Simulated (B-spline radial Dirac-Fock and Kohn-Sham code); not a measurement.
Two-hole binding energies of Ho⁴⁷⁺

System: Ho⁴⁷⁺ in the configuration [Ar] 3d2.

The run's input, task.json:

```json
{"items": [{
  "Z": 67,
  "q": 47,
  "cfg": [[1, 0, 2], [2, 0, 2], [2, 1, 6], [3, 0, 2], [3, 1, 6], [3, 2, 2]],
  "A": 165,
  "rrms": 5.2022,
  "do": ["binding", "quiet", "double"]
}]}
```

Command: `python xray_run.py task.json out`

The computed values come from a radial finite-basis atomic code: multi-electron Dirac-Fock with separately optimised hole states, Breit and Lamb-shift corrections added in first order. U is the two-hole binding energy less the two single-hole energies, the effective repulsion of the holes after relaxation. Each two-hole energy is an average over J within one jj subconfiguration.

| holes | E(a) (eV) | E(b) (eV) | E(ab) (eV) | U (eV) |
| --- | --- | --- | --- | --- |
| 1s⁻² | 58613.1 | 58613.1 | 118510.9 | 1284.8 |
| 1s⁻¹ 2p1/2⁻¹ | 58613.1 | 11846.8 | 70893.0 | 433.1 |
| 1s⁻¹ 2p3/2⁻¹ | 58613.1 | 10986.1 | 69980.0 | 380.8 |
| 1s⁻¹ 3p1/2⁻¹ | 58613.1 | 4455.3 | 63244.1 | 175.7 |
| 2s⁻² | 12304.5 | 12304.5 | 24875.8 | 266.7 |
| 2s⁻¹ 2p3/2⁻¹ | 12304.5 | 10986.1 | ? | ? |
| 2p3/2⁻² | 10986.1 | 10986.1 | 22256.3 | 284.0 |
| 2s⁻¹ 3p1/2⁻¹ | 12304.5 | 4455.3 | 16905.6 | 145.7 |
| 2s⁻¹ 3p3/2⁻¹ | 12304.5 | 4244.1 | 16688.4 | 139.8 |
| 2p1/2⁻¹ 3p3/2⁻¹ | 11846.8 | 4244.1 | 16236.0 | 145.1 |
| 2p3/2⁻¹ 3s⁻¹ | 10986.1 | 4644.6 | 15770.3 | 139.6 |
| 3p1/2⁻² | 4455.3 | 4455.3 | 9028.2 | 117.6 |
| 3p1/2⁻¹ 3p3/2⁻¹ | 4455.3 | 4244.1 | 8808.0 | 108.5 |
| 3p3/2⁻² | 4244.1 | 4244.1 | 8596.1 | 107.9 |

Problem. Give the missing two-hole energy and U.

Solution. E(ab) = 23538.4 eV and U = 247.7 eV.
